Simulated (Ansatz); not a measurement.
Geometry optimisation, Ansatz 0.2.0, RKS PBE0-D4/6-31G.

Input:

```yaml
crystal:
  periodic: [false, false, false]
  atoms:
    - { symbol: Si, position_ang: [-1.143326, -0.72574, 0.547817] }
    - { symbol: Cl, position_ang: [-0.628492, -2.301, -0.829263] }
    - { symbol: H, position_ang: [-1.941447, -1.443644, 1.605182] }
    - { symbol: H, position_ang: [-2.046008, 0.248222, -0.130451] }
    - { symbol: Si, position_ang: [0.767212, 0.203332, 1.535997] }
    - { symbol: H, position_ang: [0.493236, -0.277416, -2.08295] }
    - { symbol: "N", position_ang: [0.284594, 0.684665, -1.840357] }
    - { symbol: H, position_ang: [1.142774, -0.569567, 2.767353] }
    - { symbol: H, position_ang: [1.962222, 0.200587, 0.63752] }
    - { symbol: H, position_ang: [0.450943, 1.615666, 1.954145] }
    - { symbol: H, position_ang: [-0.443982, 1.095565, -2.402457] }
    - { symbol: H, position_ang: [1.102275, 1.269328, -1.762536] }
basis:
  gaussian: { orbitals: "6-31G" }
hamiltonian:
  xc: pbe0
  dispersion: d4
relax:
  f_tol: 0.03
  max_steps: 50
```

Launched with:

```bash
$ ansatz run input.yaml --threads 1 --pin off --max-ram 2048MiB --backend cpu --events-out ev --progress --plain --runs-dir out
```

Q: Where does it end, and by what steps?

A: The run converged. Limits of this set-up: no polarisation functions. After 11 steps the energy has fallen by 0.068 eV; H10 moved furthest, 0.71 Å.

| step | energy less start (eV) | largest force component (eV/Å) | accepted |
| --- | --- | --- | --- |
| 0 | 0.0000 | 0.585 | yes |
| 1 | 0.0055 | 0.851 | no |
| 2 | -0.0256 | 0.271 | yes |
| 3 | -0.0341 | 0.123 | yes |
| 4 | -0.0417 | 0.155 | yes |
| 5 | -0.0457 | 0.304 | yes |
| 6 | -0.0521 | 0.234 | yes |
| 7 | -0.0623 | 0.082 | yes |
| 8 | -0.0659 | 0.064 | yes |
| 9 | -0.0677 | 0.051 | yes |
| 10 | -0.0680 | 0.040 | yes |
| 11 | -0.0681 | 0.025 | yes |

```xyz
12
Properties=species:S:1:pos:R:3
Si -1.173 -0.840 0.568
Cl -0.664 -2.341 -0.977
H -1.887 -1.664 1.606
H -2.167 0.089 -0.061
Si 0.758 0.220 1.369
H 0.466 -0.144 -2.052
N 0.363 0.763 -1.617
H 0.931 -0.119 2.833
H 1.976 -0.263 0.641
H 0.616 1.711 1.265
H -0.434 1.281 -1.961
H 1.214 1.307 -1.613
```

Whether the end is a true minimum wasn't checked by a vibrational analysis.

Time of the run: 2.1 min on 1 CPU thread of a shared host.
